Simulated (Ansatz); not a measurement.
Ansatz (a first-principles code) input file for HO₄S, SMILES [O]S(=O)(=O)O (connectivity only; charge and spin as stated), charge -1, multiplicity 1, CAM-B3LYP/def2-SVPD. Coordinates come from a PBE0-D3(BJ)/def2-SVPD optimisation. The multiplicity is an assumed one; other spin states were not compared. The isomer is the one that the SMILES or the coordinates give; other isomers of the formula were not compared. Other conformers were not sampled.

Ansatz 0.2 input:
```yaml
crystal:
  periodic: [false, false, false]
  atoms:
    - {symbol: O, position_ang: [-0.81593247, 0.36261381, -1.24012965]}
    - {symbol: S, position_ang: [-0.14085103, -0.05622738, 0.00000001]}
    - {symbol: O, position_ang: [0.36440615, -1.45290106, 0.00000024]}
    - {symbol: O, position_ang: [-0.81593249, 0.36261420, 1.24012952]}
    - {symbol: O, position_ang: [1.30290326, 0.82403185, -0.00000012]}
    - {symbol: H, position_ang: [1.97006093, 0.12876762, -0.00000000]}
basis:
  gaussian:
    orbitals: def2-SVPD
hamiltonian:
  xc: {name: CAM-B3LYP}
total_charge: -1
```

Output:

```
WARN ansatz: RAYON_NUM_THREADS=1 ignored (pool sized by the plan → 1); use --threads N
Functional definition: CAM-B3LYP
integrals: 0.07 GiB planned
1079 factors; their error is unknown
integrals: 0.10 GiB planned
385 factors; integrals over basis functions are off by at most 3.0e-5 eV
mean field: 0.65 GiB planned
mean field evaluation 1: about -19019.6950 eV, gradient 7.4e1 eV
mean field evaluation 2: about -19012.3467 eV, gradient 1.0e2 eV
mean field evaluation 4: about -19029.2201 eV, gradient 4.1e0 eV
mean field evaluation 8: about -19029.2511 eV, gradient 9.3e-2 eV
mean field evaluation 16: about -19029.3172 eV, gradient 1.7e-5 eV
mean field -19029.31719129 eV, -699.3145082456 hartree, gradient 1.7e-5 eV, S^2 0.000000; 0 other end points of the search recorded, 0 dependent functions left out
reference -19029.31730613 eV, -699.3145124657 hartree; 25, 25 occupied and 102, 102 virtual orbitals, 1079 factors
Total energy: -19029.31730613 eV, -699.3145124657 hartree
```

Self-consistency was reached.

Cost: roughly 2.3 core-seconds.
